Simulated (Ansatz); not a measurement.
`C#[C][SnH3]` + `N[SiH3]` → `[SiH3][NH][SnH3]` + acetylene at 500 K and 1 bar (ligand exchange at the Sn–C bond).

Computed with Ansatz on PBE0-D4/def2-TZVP structures; ΔE is electronic, products minus reactants. CBS: MP2 limit from def2 TZ/QZ plus the TZ coupled-cluster correction, frozen cores. This one scheme is used for every species. Elements past krypton have def2 core potentials. For Sn outer-core shells are correlated without core-valence functions, which leaves a few kJ/mol of doubt a bond.

```csv
species,CCSD(T)/CBS energy (Eh),H − E (kJ/mol),S (J/(mol·K))
`C#[C][SnH3]`,-292.44374,136.6,342.8
`N[SiH3]`,-346.80422,161.3,303.9
`[SiH3][NH][SnH3]`,-562.01692,205.6,426.2
`C#C`,-77.22717,90.7,225.3
```

H − E and S are ideal-gas, rigid-rotor, harmonic terms from PBE0-D4/def2-TZVP, for one conformer and one mirror image of each species. 1 Eh = 2625.50 kJ/mol, R = 8.31446 J/(mol·K).

By hand: ΔE, ΔH, ΔS and ΔG.

ΔE = (-562.01692) + (-77.22717) − (-292.44374) − (-346.80422) = 0.00387 Eh = 10.2 kJ/mol. Δ(H − E) = 205.6 + 90.7 − 136.6 − 161.3 = -1.6, so ΔH = 8.6 kJ/mol. ΔS = 426.2 + 225.3 − 342.8 − 303.9 = 4.8 J/(mol·K). ΔG = 8.6 − 500 × (4.8)/1000 = 6.2 kJ/mol.

By hand: the equilibrium constant, and the temperature at which ΔG would vanish if ΔH and ΔS stayed fixed.

log₁₀ K = −ΔG/(RT ln 10) = -0.6. ΔG = 0 at ΔH/ΔS = 1792 K, though so small a ΔH makes that figure unsure.

The number of gas molecules stays the same, so ΔS is small and ΔH decides. A doubt of 5 kJ/mol in ΔE shifts log₁₀ K by 0.5 here. Other conformers and mirror images would add mixing entropy, several J/(mol·K) or more a flexible species. Modes under 60 cm⁻¹, often nearly free rotors, make the harmonic entropy too high. These are equilibria of isolated gas molecules and say nothing of rates. Largest T1 diagnostic: 0.014 (customary marks: 0.02 for closed shells, 0.045 for open ones).
